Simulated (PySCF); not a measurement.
An unknown gives this computed stick spectrum. Theory: PySCF 2.14.0, density-fitted response routines, TDDFT CAM-B3LYP/def2-SVPD, vertical, gas phase, core orbitals frozen in the response. Geometries: GFN2-xTB, one conformer each.

```json
{"state": "S1", "ν̃ (cm⁻¹)": "43420", "f": "0.316", "main configurations (H = HOMO, L = LUMO)": "H→L (98%)"}
{"state": "S2", "ν̃ (cm⁻¹)": "49620", "f": "0.012", "main configurations (H = HOMO, L = LUMO)": "H-1→L (85%)"}
{"state": "S3", "ν̃ (cm⁻¹)": "51170", "f": "0.0076", "main configurations (H = HOMO, L = LUMO)": "H-2→L (74%)"}
{"state": "S4", "ν̃ (cm⁻¹)": "52340", "f": "0.0019", "main configurations (H = HOMO, L = LUMO)": "H→L+1 (54%), H→L+2 (24%), H→L+3 (13%)"}
{"state": "S5", "ν̃ (cm⁻¹)": "53220", "f": "0.0042", "main configurations (H = HOMO, L = LUMO)": "H-2→L+2 (16%), H-1→L+2 (15%), H-2→L+5 (11%)"}
{"state": "S6", "ν̃ (cm⁻¹)": "55100", "f": "0.0023", "main configurations (H = HOMO, L = LUMO)": "H→L+2 (22%), H-2→L+2 (15%), H-2→L+5 (15%)"}
{"state": "S7", "ν̃ (cm⁻¹)": "55630", "f": "0.0018", "main configurations (H = HOMO, L = LUMO)": "H→L+2 (33%), H→L+1 (17%), H-1→L+4 (16%)"}
{"state": "S8", "ν̃ (cm⁻¹)": "55830", "f": "0.0013", "main configurations (H = HOMO, L = LUMO)": "H-2→L+4 (24%), H-1→L+2 (12%), H-1→L+5 (12%)"}
```

Question: Which candidate is it? All have the formula C8H7F.
A. `C=Cc1ccc(F)cc1`
B. `C(=C/C=C)/C=C(/F)C#C`
C. `C=C1C=C/C1=C\C=C/F`
D. `C#C[C@H]1C/C(=C/F)C1=C`

Answer: D. Its S1, at 5.38 eV, is the highest among the candidates; the nearest of the others has S1 at 4.95 eV. S1 is HOMO→LUMO (98%). Löwdin shares by element: HOMO carbon 78% or more (atoms not listed hold the other 22%); LUMO carbon 69% or more (atoms not listed hold the other 31%). At the same level the other candidates give, for their lowest levels:
- `C=Cc1ccc(F)cc1`: 4.95 eV (f 0.130); 5.25 eV (f 0.262); 6.42 eV (f 0.279); 6.59 eV (f 0.007); 6.71 eV (f 0.443); T1 3.24 eV; HOMO -7.81, LUMO -0.14 eV
- `C=C1C=C/C1=C\C=C/F`: 4.67 eV (f 0.215); 4.92 eV (f 0.134); 5.21 eV (f 0.643); 6.14 eV (f 0.007); 6.26 eV (f 0.493); T1 2.63 eV; HOMO -7.45, LUMO -0.29 eV
- `C#C/C(F)=C\C=C/C=C`: 4.34 eV (f 1.029); 5.33 eV (f 0.000); 5.60 eV (f 0.035); 5.65 eV (f 0.000); 5.93 eV (f 0.050); T1 2.25 eV; HOMO -7.39, LUMO -0.95 eV
Triplets come from the Tamm–Dancoff approximation.
